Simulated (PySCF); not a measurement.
NMR parameters of B(OH)3

B(OH)3, BH3O3, point group Cs.

Geometry:
| atom | x (Å) | y (Å) | z (Å) |
| --- | --- | --- | --- |
| B1 | 0.179 | -0.129 | -0.077 |
| O2 | 1.499 | -0.207 | -0.387 |
| H3 | 1.936 | 0.636 | -0.242 |
| O4 | -0.315 | 1.070 | 0.378 |
| H5 | -1.252 | 1.078 | 0.582 |
| O6 | -0.561 | -1.264 | -0.245 |
| H7 | -1.487 | -1.183 | -0.011 |

GIAO calculations in PySCF on the PBE0-D3(BJ)/def2-SVP structure: isolated species, non-relativistic, equivalent atoms averaged; basis pcSseg-1.

Problem. Give the isotropic shieldings (ppm) with B3LYP, PBE0.

Solution. 
```csv
atoms,environment,B3LYP,PBE0
O2/O4/O6,"oxygen bonded to B, H",250.7,252.7
B1,boron bonded to 3 O,78.7,81.7
H3/H5/H7,hydrogen on an oxygen bonded to B,29.19,29.01
HOMO–LUMO gap (eV),–,8.82,9.57
```

Problem. And the chemical shifts, against references computed in the same way?

Solution. 
| atoms | nucleus, reference | B3LYP | PBE0 |
| --- | --- | --- | --- |
| O2/O4/O6 | ¹⁷O, H2O | 83.3 | 81.8 |
| B1 | ¹¹B, BF3·OEt2 | 19.2 | 19.1 |
| H3/H5/H7 | ¹H, TMS | 2.20 | 2.25 |

Problem. Which part of the shielding of O2/O4/O6 depends on the functional?

Solution. Diamagnetic: B3LYP 388, PBE0 387 ppm; paramagnetic: B3LYP -137, PBE0 -135 ppm. The diamagnetic part, set mainly by inner electrons, hardly moves; the paramagnetic part goes with low-lying magnetically allowed excitations and carries the spread.

Problem. What couplings does B3LYP/pcJ-1 give?

Solution. ¹J(O2,H3) = -85.3, ¹J(B1,O2) = -17.3, ²J(O2,O4) = 4.1, ³J(O2,H5) = -2.9 Hz (averaged over equivalent pairs; isotopes ¹⁷O, ¹H, ¹¹B).

Experimental scales use liquid or dissolved standards, which lie at an offset from isolated H2O (liquid H2O: subtract about 36 ppm).
